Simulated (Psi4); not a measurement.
H2B3Cl3N3 (SMILES ClB1[N]B(Cl)NB(Cl)N1), doublet, at a GFN2-xTB geometry. Base run: CCSD(T)/STO-3G run with Psi4 1.11.

Psi4 was given this input:
```
memory 2 GB

molecule {
0 2
  Cl    3.07597470   -0.77040127   -0.22727612
  B     1.43084333   -0.29369213   -0.10388484
  N     0.96159972    0.99837247   -0.03585883
  B    -0.34415575    1.42193598    0.06336139
  Cl   -0.87855374    3.05185431    0.14533252
  N    -1.33340479    0.36585973    0.09942782
  B    -0.95919836   -0.99587928    0.03576928
  Cl   -2.15816795   -2.24069894    0.08047982
  N     0.41266650   -1.32180818   -0.06509275
  H    -2.30512899    0.63343657    0.17191337
  H     0.71435169   -2.28504715   -0.11259200
}

set basis sto-3g
set reference uhf

energy('ccsd(t)')
print_variables()
```

Problem. The base was run again with changes. Order these runs by total energy, lowest first: method = lccd | method = ccsd | method = mp2 | method = mp3.

Solution. method = ccsd (ΔE vs base (mEh) 11.788), method = lccd (ΔE vs base (mEh) 19.142), method = mp3 (ΔE vs base (mEh) 32.473), method = mp2 (ΔE vs base (mEh) 60.956)

Open shells are given as the SCF converged; they aren't shown to be the lowest states, and a large step between rows can be another state.
